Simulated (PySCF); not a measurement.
A side-by-side comparison of computed properties.

First species: C5H2F3NO.
Bonds: N1–C2 (triple), C2–C3, C3–C4, C4–C5 (double), C5–O6 (double), C4–C7, C7–F8, C7–F9, C7–F10. Hydrogens: H11, H12 on C3.

Second species: C2H7OP.
InChI=1S/C2H7OP/c1-4(2)3/h4H,1-2H3

Levels: CAM-B3LYP/def2-SVPD for dipole moment, HOMO energy, LUMO energy, HOMO–LUMO gap, static isotropic polarisability and electronic spatial extent ⟨r²⟩ about the centre of nuclear charge; TDDFT CAM-B3LYP/def2-SVPD for lowest singlet excitation; TDA CAM-B3LYP/def2-SVPD for lowest triplet excitation (Tamm–Dancoff); GFN2-xTB for rotational constant A and rotational constant C. Geometries: GFN2-xTB. All species are isolated and taken at one optimised geometry, non-relativistic unless stated. Electronic properties by PySCF.

The conformers computed, where there is a choice (atom-mapped SMILES and torsion angles):
- `[N:1]#[C:2][CH2:3][C:4](=[C:5]=[O:6])[C:7]([F:8])([F:9])[F:10]`: C2–C3–C4–C5 94°, C3–C4–C7–F8 -50°

Values for the first species:

```
Dipole moment                                                     : 3.72 D
HOMO energy                                                       : -9.75 eV
LUMO energy                                                       : -1.30 eV
HOMO–LUMO gap                                                     : 8.45 eV
Lowest singlet excitation                                         : 3.74 eV
Lowest triplet excitation (Tamm–Dancoff)                          : 3.39 eV
Static isotropic polarisability                                   : 65.6 au
Electronic spatial extent ⟨r²⟩ about the centre of nuclear charge : 1335 bohr²
Rotational constant A                                             : 1.543 GHz
Rotational constant C                                             : 0.836 GHz
```

(1) Estimate the same properties for the second species, and the change in each.

Results:

(1) 
```csv
property,first,second,second less first
dipole moment,3.72 D,4.42 D,+0.70 D
HOMO energy,-9.75 eV,-9.20 eV,+0.55 eV
LUMO energy,-1.30 eV,1.12 eV,+2.42 eV
HOMO–LUMO gap,8.45 eV,10.32 eV,+1.87 eV
lowest singlet excitation,3.74 eV,7.41 eV,+3.67 eV
lowest triplet excitation (Tamm–Dancoff),3.39 eV,7.19 eV,+3.80 eV
static isotropic polarisability,65.6 au,52.1 au,-13.5 au
electronic spatial extent ⟨r²⟩ about the centre of nuclear charge,1335 bohr²,394 bohr²,-941 bohr²
rotational constant A,1.543 GHz,6.923 GHz,+5.380 GHz
rotational constant C,0.836 GHz,3.781 GHz,+2.945 GHz
```

On the first: S1 lies 4.71 eV below the HOMO–LUMO gap; its leading configuration is HOMO→LUMO, weight 0.98. The vertical singlet–triplet gap S1 − T1 is 0.35 eV (TDDFT singlet less Tamm–Dancoff triplet; S1: HOMO→LUMO, weight 0.98; T1: HOMO→LUMO, weight 0.98).

On the second: The vertical singlet–triplet gap S1 − T1 is 0.22 eV (TDDFT singlet less Tamm–Dancoff triplet; S1: HOMO→LUMO, weight 0.74; T1: HOMO−1→LUMO, weight 0.41, beside HOMO−1→LUMO+2, weight 0.26). The principal polarisabilities are 47.6, 52.6 and 56.2 au; their mean is the isotropic value.
